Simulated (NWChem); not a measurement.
**Correlation energy of In (+1)**

```
In
```
Charge +1, spin multiplicity 1.

All runs are NWChem calculations.

Basis set: def2-SVP. Each correlation energy counts from its own Hartree-Fock reference.

```
method        correlation energy (mHa)  difference from CCSD(T)
------------  ------------------------  -----------------------
CR-CCSD[T]                       -57.4                      0.0
CCSD                             -56.0                     +1.4
SCS-MP2                          -45.7                    +11.7
CCSD+T(CCSD)                     -57.5                     -0.1
CCSDT                            -57.5                     -0.1
MP2                              -42.8                    +14.6
CR-CCSD(T)                       -57.3                     +0.1
CCSD(T)                          -57.4                      0.0
```

The values span 14.7 mHa, from CCSD+T(CCSD) (lowest) to MP2 (highest). 

Effective core potentials replace the inner electrons of In; spin-orbit coupling is left out. The correlated methods keep 4 core orbitals frozen. No row is a measurement; the coupled-cluster row has its own basis-set and correlation limits.
